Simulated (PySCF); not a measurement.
## Radial density of Pb(2+) (lead, charge +2)

UHF, [Xe] 4f14 5d10 6s1 6p1, 6s spin antiparallel (an excited configuration). Computed with PySCF 2.14 in aug-cc-pVTZ-PP with one added diffuse shell each of d, f type with ECP60MDF (6s5p5d3f, 67 functions), with a scalar-relativistic core potential. This is the valence pseudo-density: the core potential removes the inner electrons and smooths the orbitals near the nucleus.

```csv
r (bohr),4πr²ρ (e/bohr),4πr²(ρα − ρβ)
0.0194,1.658e-05,0.0000
0.0326,3.263e-05,0.0000
0.0549,5.149e-05,0.0000
0.0924,0.0001755,0.0000
0.155,0.001750,0.0000
0.261,0.03652,-0.0005
0.439,1.466,-0.0248
0.739,16.73,-0.0323
1.24,14.48,-0.1201
2.09,2.815,-0.2307
3.52,0.4066,0.1678
5.92,0.01329,0.0121
```

Energies and moments cover only the electrons outside the core potential. Spin-orbit coupling, absent here, splits the open shell strongly. With the s spin flipped the determinant is a mixture of two multiplicities, not a spectroscopic state.
